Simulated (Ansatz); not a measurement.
## One elementary step

Start structure (GeH$_{7}$OF, closed shell), relaxed at PBE0-D4/def2-TZVP:

```
10
angstrom
Ge -0.7181 -1.3517 -0.2498
H 0.6817 -0.9804 -0.7966
H -0.8461 -2.8750 -0.4163
H -0.7962 -0.9922 1.2353
H -1.7832 -0.6346 -1.0757
H 0.5960 1.9332 0.2818
O -0.3254 1.8073 0.0303
H 1.7474 0.0693 -0.0266
F 2.2838 0.7415 0.3317
H -0.8399 2.2825 0.6857
```

The step: GeH₄ + H₂O + HF → GeH₄O ([OH][GeH3]) + HF + H₂; bonds formed: Ge1–O7, H2–H8, H6–F9; bonds broken: Ge1–H2, H6–O7, H8–F9. Ansatz 0.2.0; basis: def2-TZVPP and def2-QZVPP; cores frozen in the correlated methods. Filled d shells of the heavier atoms are correlated. The def2 sets are not built for correlating such inner shells, so the correlated values are less sure here. Extrapolation: Hartree–Fock as exp(−7.88 √X), correlation as X^−2.97. Energies below are by CCSD(T) at an estimated basis limit (MP2 extrapolated from triple and quadruple zeta, plus CCSD(T) − MP2 in triple zeta).

Question: What are the electronic barrier and the energy of the step, from the start structure to the end structure? (To be estimated.)

Answer: Computed: Barrier 179.0 kJ/mol; step energy -14.5 kJ/mol (downhill); reverse barrier, their difference, 193.5 kJ/mol. Barrier and step energy count from the start structure, the reverse barrier from the end structure.

The saddle point: One imaginary mode of 1011i cm⁻¹.
| pair | start (Å) | saddle (Å) | end (Å) |
| --- | --- | --- | --- |
| Ge1–O7 | 3.20 | 1.99 | 1.80 |
| H2–H8 | 1.68 | 0.98 | 0.75 |
| H6–F9 | 2.07 | 1.32 | 0.95 |
| Ge1–H2 | 1.55 | 1.86 | 3.63 |
| H6–O7 | 0.96 | 1.06 | 1.62 |
| H8–F9 | 0.93 | 1.17 | 2.51 |

Zero-point energy (harmonic, PBE0-D4): ZPE is 171.9 kJ/mol at the start and 167.7 kJ/mol at the saddle, so the barrier goes from 179.0 to 174.9 kJ/mol.

The T1 diagnostic stays at or below 0.013.

Labels in which every atom is bracketed show which atoms are joined, not bond orders.

For scale, one of the runs: CCSD(T)/def2-TZVPP, 208 basis functions, launched by `ansatz run in.yaml --threads 4 --pin off --events-out ev --progress --plain --max-ram 9574MiB`. Time: 88 s of wall clock on 4 CPU threads of an Arm Neoverse V2; the host was shared. Peak host memory: 3 GiB.
